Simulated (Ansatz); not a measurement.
Geometry optimisation, RKS PBE-D4/6-31G* in Ansatz 0.2.0.

Input:

```yaml
crystal:
  periodic: [false, false, false]
  atoms:
    - { symbol: Si, position_ang: [-0.133288, -0.215021, -0.175638] }
    - { symbol: Cl, position_ang: [-0.701364, -0.62333, 1.827976] }
    - { symbol: O, position_ang: [1.511066, -0.269177, -0.450107] }
    - { symbol: H, position_ang: [1.867672, -1.173349, -0.546164] }
    - { symbol: H, position_ang: [-0.688168, 1.096804, -0.583417] }
    - { symbol: H, position_ang: [-0.770118, -1.350103, -0.923714] }
    - { symbol: O, position_ang: [1.036868, 1.923056, 1.361877] }
    - { symbol: Si, position_ang: [2.664111, 1.674381, 1.727943] }
    - { symbol: H, position_ang: [3.025883, 0.247321, 2.019981] }
    - { symbol: H, position_ang: [3.436974, 2.178541, 0.554604] }
    - { symbol: H, position_ang: [3.041112, 2.484013, 2.939141] }
    - { symbol: H, position_ang: [0.445551, 1.660164, 2.112017] }
basis:
  gaussian: { orbitals: "6-31G*" }
hamiltonian:
  xc: pbe
  dispersion: d4
relax:
  f_tol: 0.03
  max_steps: 50
output:
  orbitals: {}
```

Launched with:

```bash
$ ansatz run input.yaml --threads 2 --pin off --max-ram 3072MiB --backend cpu --events-out ev --progress --plain --runs-dir out
```

**Question.** Where does it end, and by what steps?

**Answer.** The forces met the threshold. After 6 steps the energy has fallen by 0.019 eV; H10 moved furthest, 0.19 Å.

| step | energy less start (eV) | largest force component (eV/Å) | accepted |
| --- | --- | --- | --- |
| 0 | 0.0000 | 0.442 | yes |
| 1 | -0.0098 | 0.224 | yes |
| 2 | -0.0134 | 0.058 | yes |
| 3 | -0.0151 | 0.095 | yes |
| 4 | -0.0170 | 0.141 | yes |
| 5 | -0.0180 | 0.078 | yes |
| 6 | -0.0187 | 0.030 | yes |

```xyz
12
Properties=species:S:1:pos:R:3
Si -0.144 -0.229 -0.212
Cl -0.783 -0.720 1.728
O 1.518 -0.251 -0.386
H 1.901 -1.149 -0.440
H -0.658 1.111 -0.585
H -0.741 -1.320 -1.051
O 1.005 1.922 1.482
Si 2.660 1.675 1.713
H 3.019 0.264 2.091
H 3.328 2.070 0.437
H 3.169 2.561 2.823
H 0.462 1.700 2.265
```

The run took 17 s on 2 threads of Arm Neoverse V2, on a shared host, peak memory 0.15 GiB.
